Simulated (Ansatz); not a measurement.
CH9BOSi2 can be A, `CB[SiH](O)[SiH3]`, or B, `CB(O)[SiH2][SiH3]`.

Calculated with Ansatz (gas phase, PBE0-D4/def2-TZVP geometries, no zero-point term in ΔE). CCSD(T)/CBS adds triple-zeta CCSD(T) − MP2 to the extrapolated MP2 energy (def2 sets, frozen cores). DFT in def2-TZVPP. B3LYP here is the variant with VWN-RPA as its local correlation; programs differ in this. One conformer a species, not always the lowest.

Q: Which isomer does CCSD(T)/CBS put lower? Give the gap. (Estimate.)

A: Computed: B, by 16.9 kcal/mol.

Q: Give E(B) − E(A) in kcal/mol with B3LYP-D4, B2PLYP, ωB97M-V, CCSD/def2-TZVPP, PBE-D4, PBE0-D4, HF/def2-TZVPP. (Estimate.)

A: Ansatz gave: B3LYP-D4 -17.0, B2PLYP -17.1, ωB97M-V -17.4, CCSD/def2-TZVPP -17.1, PBE-D4 -18.8, PBE0-D4 -18.2, HF/def2-TZVPP -14.7. None reverses the order clearly.

Largest T1 diagnostic: 0.014.

In def2-TZVPP, CCSD(T) changes the Hartree–Fock value by −3.0 kcal/mol (the triples alone add −0.6 kcal/mol) and MP2 by −2.6 kcal/mol.
